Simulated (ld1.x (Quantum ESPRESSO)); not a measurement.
## Si (Z = 14), TM: configuration errors across variants

Si, norm-conserving Troullier–Martins (Kleinman–Bylander form), made with ld1.x (Quantum ESPRESSO) 7.5 (PBE, scalar-relativistic). Core [Ne], reference 3s1.5 3p2.5. Waves: 3s (bound): rc 1.55 bohr; 3p (bound): rc 2.30 bohr. Local part: all-electron potential smoothed inside 2.25 bohr (lloc = -1). Core correction: Bessel-smoothed model core inside 1.00 bohr.

All-electron excitation energies from the reference (eV): (1) 3s2 3p2 -3.387; (2) 3s2 3p1 4.353; (3) 3s2 3p0 20.346; (4) 3s1 3p3 3.427; (5) 3s2 3p1.5 -0.466; (6) 3s2 3p2.3 -4.317; (7) 3s1 3p2 11.784.

Errors AE − PS in meV (a dash: test not solved or not reliable):

```csv
change,(1),(2),(3),(4),(5),(6),(7),bound ghosts
base,-0.1,+0.4,+13,-0.3,-0.6,+0.4,+3.6,none
"all radii but the core radius scaled by about 0.75 (s 1.16, p 1.74 bohr); local potential all-electron potential smoothed inside 1.70 bohr (lloc = -1)",-1.2,-2.1,+14,-1.6,-2.6,-0.2,+4.5,none
"all radii but the core radius scaled by about 0.90 (s 1.40, p 2.08 bohr); local potential all-electron potential smoothed inside 2.04 bohr (lloc = -1)",-0.4,+0.3,+16,-0.6,-1.0,+0.3,+3.9,none
"all radii but the core radius scaled by about 1.16 (s 1.80, p 2.68 bohr); local potential all-electron potential smoothed inside 2.62 bohr (lloc = -1)",+0.2,-0.5,+0.6,0.0,-0.4,+0.5,+2.3,none
"all radii but the core radius scaled by about 1.39 (s 2.16, p 3.20 bohr); local potential all-electron potential smoothed inside 3.14 bohr (lloc = -1)",-1.1,-3.9,-27,-1.2,-1.6,-1.0,-1.8,none
```

(1) Give the same row for: all radii but the core radius scaled by about 1.27 (s 1.96, p 2.92 bohr); local potential all-electron potential smoothed inside 2.86 bohr (lloc = -1).

Answers

(1) +0.2, +0.8, -12, +0.2, -0.3, +1.3, +11; bound ghosts: none.
